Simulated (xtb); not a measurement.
H3NO3S, SMILES NS(=O)(=O)O. All values are semi-empirical tight-binding results from xtb (GFN2-xTB unless named), good for trends rather than for accurate numbers. Geometry optimised at GFN2-xTB. The values are those of a single conformer.

Computed properties:
The point group as xtb finds it comes out as Cs. The orbital gap is 8.68 eV, the zero-point energy comes out as 29.6 kcal/mol and the G − E(el) at 298.15 K (modified RRHO) comes out as 11.2 kcal/mol. The static polarisability (D4 model) is 49.5 bohr³, the solvation energy, GFN2-xTB/ALPB(water) is -18.3 kcal/mol and the solvation energy, GFN2-xTB/ALPB(benzene) is -7.0 kcal/mol.
